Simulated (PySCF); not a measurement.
**Predicted spectroscopic data**

- shielding tensors at PBE0/pcSseg-1 (GIAO)
- GFN2-xTB structure
- program: PySCF 2.14.0 with density-fitted response routines
- relativity neglected, single conformer, no solvent, rapidly exchanging positions averaged

Referencing at the same level of theory: ¹H (σ = 31.72 ppm) and ¹³C (σ = 186.93 ppm) vs TMS. Splittings of carbon signals by F and P are missing where no couplings were computed. Where no couplings were computed, multiplicities follow the n + 1 count of equivalent neighbours, and m marks all less simple cases (inequivalent or close neighbours, rings, F or P nearby). Shifts are as computed. Against solution values, carbons near 30 ppm lie about +3 ppm off and those near 130 ppm about +5 ppm. Of 1211 compounds with measured shifts, 218 miss one by over three times the rms of a fit or turn the order of signals round; such compounds aren't used in these exercises. OH and NH positions are gas-phase values without hydrogen bonding to other molecules.

Compound 1 (C$_{2}$H$_{7}$F$_{3}$OSi$_{2}$). ¹H NMR (400 MHz, computed): δ 5.46 (t, 2H), 4.18 (m, 2H), 3.69 (s, 3H). ¹³C{¹H} NMR (computed): δ 141.8 (C), 56.2 (CH3). Structure: `CO[SiH2][SiH2]C(F)(F)F`.

Compound 2 (C$_{2}$H$_{8}$FNSi$_{2}$). ¹H NMR (400 MHz, computed): δ 6.40 (m, 1H), 6.29 (m, 1H), 6.25 (m, 1H), 5.98 (m, 1H), 4.28 (m, 1H), 4.15 (m, 1H), 0.56 (br s, 2H). ¹³C{¹H} NMR (computed): δ 144.8, 136.4. Structure: SMILES C=C[SiH2][Si@H](N)F.
